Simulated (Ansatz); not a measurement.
Molecule: sum formula InH₂F, charge 0, multiplicity 1. 
Coordinates optimised at B3LYP-D3(BJ)/def2-TZVP (Ansatz, an electronic-structure program):
```xyz
4

F     -0.8615     1.4647     0.0100
In     0.1404    -0.2388    -0.0016
H     -0.9461    -1.5548     0.0089
H      1.8186     0.0714    -0.0191
```
Charge 0, spin multiplicity 1.

Total electronic energies in hartree. Cores are frozen in the correlated levels unless marked. No spin-orbit coupling. Frozen are the shells of the preceding noble gas and the d and f shells that filled before the atom's block. Past Kr the def2 sets carry scalar-relativistic core potentials. STO-3G rows are all-electron and non-relativistic. CBS(X,Y): correlation extrapolated as X^-3; Hartree-Fock from the larger set. The bracket is a focal-point correction in the basis named.

```tsv
level	program	energy (Eh)
HF/STO-3G	Ansatz	-5782.05334
RI-HF/def2-TZVPPD	Ansatz	-289.86563
PBE-D4/def2-TZVPD	Ansatz + dftd4	-291.13665
BLYP-D3(BJ)/def2-TZVPD	Ansatz + dftd3	-291.18456
BLYP-D4/def2-TZVPD	Ansatz + dftd4	-291.18479
r2SCAN-D3(BJ)/def2-TZVPD	Ansatz + dftd3	-291.26124
B3LYP-D3(BJ)/def2-TZVPD	Ansatz + dftd3	-291.30758
PBE0/def2-SVP	Ansatz	-290.99050
PBE0-D3(BJ)/def2-TZVPD	Ansatz + dftd3	-291.13374
PBE0/def2-TZVPD	Ansatz	-291.13258
r2SCANh-D4/def2-TZVPD	Ansatz + dftd4	-291.24085
r2SCANh/def2-TZVPD	Ansatz	-291.24050
HSE06/def2-TZVPD	Ansatz	-291.12677
wB97X/def2-TZVPD	Ansatz	-291.25053
B2GP-PLYP-D4/def2-TZVPD	Ansatz + dftd4	-290.80430
RPA@PBE/def2-QZVPP	Ansatz	-290.43434
MP2/def2-TZVPP	Ansatz	-290.20107
MP2/def2-QZVPP	Ansatz	-290.23878
MP2/def2-QZVPPD	Ansatz	-290.23953
CCSD/def2-QZVPPD	Ansatz	-290.24771
CCSD(T)/def2-QZVPP	Ansatz	-290.25831
RI-MP2/CBS(def2-TZVPPD,def2-QZVPPD)+[CCSD(T)-MP2]/def2-QZVPPD	Ansatz	-290.2794
CCSD(T)/CBS(def2-TZVPPD,def2-QZVPPD)	Ansatz	-290.2784
```

Totals of different functionals don't rank their quality; only differences between species are comparable.
